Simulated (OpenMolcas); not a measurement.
**Zn: effect of correlating more closed shells**

* Program: OpenMolcas
* Basis: ANO-RCC-VTZP [6s5p3d2f1g]
* Scalar Hamiltonian: DKH2, point nucleus
* Active space: 2 electrons in 4 orbitals (4s 4p)
* State averaging: 2S+1 = 3 even, 3 roots; 2S+1 = 1 even, 1 root; 2S+1 = 3 odd, 3 roots; 2S+1 = 1 odd, 3 roots
* Spin-orbit coupling: state interaction with AMFI integrals over the reference wave functions, term energies averaged over their components

Methods on the same reference wave functions:
A. CASSCF
B. SS-CASPT2, IPEA 0.25 Eh, imaginary shift 0.1 Eh (closed shells correlated: none)
C. SS-CASPT2, IPEA 0.25 Eh, imaginary shift 0.1 Eh (closed shells correlated: 3d)
D. SS-CASPT2, IPEA 0.25 Eh, imaginary shift 0.1 Eh (closed shells correlated: 3s 3p 3d)

Energies in cm-1 above 4s2 1S0, the measured ground level; measured values from NIST Handbook of Basic Atomic Spectroscopic Data.

```csv
Level,A,B,C,D,Measured
4s2 1S0,0.0,0.0,0.0,0.0,0.0
4s 4p 3P* 0,29056,28929,31982,32406,32311
4s 4p 3P* 1,29217,29090,32142,32567,32501
4s 4p 3P* 2,29541,29414,32466,32891,32890
4s 4p 1P* 1,49954,48615,50360,50647,46745
```

Deviations, from unrounded energies. A percentage is the sum of absolute deviations over the sum of measured energies, with the sign that they share, or ± where signs differ.

```csv
Against measurement,Levels,A,B,C,D
mean absolute deviation (cm-1),4,3300,3000,1200,1000
other configurations (%),4,±9.1,±8.4,±3.3,+2.8
```

D lies closest to measurement on these levels and A furthest from it. The largest miss of D in the table is 4s 4p 1P* 1, by +3900 cm-1. The ranking rests on the paired levels alone, and a cruder setting can come out closer through cancelling errors.

Among B to D the level of the table that moves most is 4s 4p 3P* 0, by 3500 cm-1 (lowest in B, highest in D).

The lowest spin-free term lies below A's lowest term by 0.002 hartree in B, 0.493 hartree in C, 0.814 hartree in D.

What an inner shell adds also hangs on whether the basis holds functions to correlate it.

Without dynamic correlation excited terms often stand tens of per cent too high (terms of higher spin than the ground term too low), and those without a measured partner can miss by more than the paired ones (holds for A). Computed and measured levels are paired by configuration, term and J; levels that our copy of the source lacks, or whose pairing is in doubt (as where it misses far off the trend of its configuration), stay unpaired and out of the deviations. Levels of configurations outside the active space are missing. The table leaves out levels that lie high or whose names do not pair safely across all columns.

* marks odd parity.
